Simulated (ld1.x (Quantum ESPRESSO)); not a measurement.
## An all-electron radial function and its pseudo partner (platinum)

Columns: radius, all-electron u(r) and pseudo u(r) of the 6s shell (level -5.66 eV) of platinum in the configuration [Xe] 4f14 5d9 6s1 6p0; PBE, scalar-relativistic, PAW scheme, ld1.x (Quantum ESPRESSO) 7.5.

| r (bohr) | all-electron | pseudo |
| --- | --- | --- |
| 0.185 | 0.0646 | -0.0172 |
| 0.370 | -0.1700 | -0.0403 |
| 0.555 | 0.1434 | -0.0742 |
| 0.740 | 0.3027 | -0.1220 |
| 0.925 | 0.2251 | -0.1841 |
| 1.110 | 0.0361 | -0.2587 |
| 1.295 | -0.1681 | -0.3413 |
| 1.480 | -0.3428 | -0.4258 |
| 1.665 | -0.4747 | -0.5050 |
| 1.850 | -0.5652 | -0.5720 |
| 2.035 | -0.6206 | -0.6210 |
| 2.220 | -0.6482 | -0.6482 |
| 2.405 | -0.6549 | -0.6549 |
| 2.590 | -0.6460 | -0.6460 |
| 2.775 | -0.6262 | -0.6262 |
| 2.960 | -0.5988 | -0.5988 |
| 3.145 | -0.5667 | -0.5667 |
| 3.330 | -0.5318 | -0.5318 |
| 3.515 | -0.4957 | -0.4957 |
| 3.700 | -0.4595 | -0.4595 |
| 3.885 | -0.4241 | -0.4241 |
| 4.070 | -0.3899 | -0.3899 |
| 4.255 | -0.3573 | -0.3573 |
| 4.440 | -0.3265 | -0.3265 |
| 4.625 | -0.2977 | -0.2977 |
| 4.810 | -0.2709 | -0.2709 |

**Question.** How many radial nodes do the two functions have?

**Answer.** The all-electron 6s function has n − l − 1 = 5 (the table is too coarse to show those close to the nucleus); the pseudo-wave has 0, since the states of the same l below it are removed with the core.

**Question.** At about which radius was the pseudo-wave matched?

**Answer.** 2.15 bohr, where the columns begin to agree (steps of 0.18 bohr).

**Question.** Where does each function peak?

**Answer.** Outermost all-electron maximum near 2.40 bohr, pseudo maximum near 2.40 bohr (to the table’s step).

**Question.** Is the pseudo-wave norm-conserving?

**Answer.** No, it belongs to a PAW set: the norm inside the radius is not constrained, and the difference is carried by the augmentation charge.
